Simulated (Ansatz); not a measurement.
Gas-phase electronic energies from Ansatz, PBE0-D4/def2-TZVP geometries. CCSD(T)/CBS is the MP2 limit (def2-TZVPP, def2-QZVPP) plus CCSD(T) − MP2 in def2-TZVPP, frozen cores. One conformer a species, not always the lowest.

Reaction (redistribution): `[OH][AlH][NH][SiH3]` + `O[SiH2][SiH2]P` → `[OH][AlH][SiH2]P` + `O[SiH2]N[SiH3]`

`[OH][AlH][NH][SiH3]`:

Z-matrix (Å, degrees):
```
Si
N 1 1.727
H 1 1.491 2 111.8
H 1 1.483 2 108.0 3 -120.1
H 1 1.491 2 111.8 3 119.7
Al 2 1.775 1 130.8 3 120.0
H 2 1.012 1 114.2 3 -59.9
O 6 1.693 2 117.1 1 0.1
H 6 1.579 2 120.3 1 -180.0
H 8 0.955 6 123.7 2 -179.9
```

`O[SiH2][SiH2]P`:

```xyz
11

O    -1.530   -0.878   -0.957
Si   -1.191   -0.294    0.554
Si    0.644    1.125    0.280
P     2.348    0.117   -0.809
H    -2.271   -1.479   -1.047
H    -2.376    0.404    1.135
H    -0.838   -1.402    1.492
H     0.266    2.340   -0.493
H     1.144    1.563    1.614
H     2.313   -1.038    0.018
H     1.492   -0.458   -1.787
```

`[OH][AlH][SiH2]P`:

Cartesian coordinates in Å:
```
O 2.029 1.211 0.916
Al 1.032 -0.160 1.021
Si -0.132 -0.777 -1.028
P -2.178 0.217 -1.101
H 2.481 1.593 1.668
H 0.821 -0.863 2.431
H 0.569 -0.365 -2.277
H -0.401 -2.241 -1.128
H -1.698 1.505 -0.737
H -2.522 -0.121 0.237
```

`O[SiH2]N[SiH3]`:

```xyz
11

O     0.732    2.150    0.003
Si    1.244    0.591   -0.114
N     0.007   -0.534   -0.518
Si   -1.317   -1.043    0.470
H     0.335    2.550   -0.772
H     1.781    0.311    1.234
H     2.276    0.448   -1.176
H     0.048   -0.910   -1.454
H    -2.627   -0.535   -0.025
H    -1.071   -0.502    1.830
H    -1.407   -2.527    0.522
```

| level | ΔE (kJ/mol) |
| --- | --- |
| HF/def2-QZVPP | 13.4 |
| CCSD/CBS(def2) | 16.1 |

Task: What does CCSD(T)/CBS give? (Estimate.)

Result: Ansatz gave: +16.1 kJ/mol. The listed levels differ from it by -2.7, 0.0 kJ/mol.

Largest T1 diagnostic among the species: 0.014.
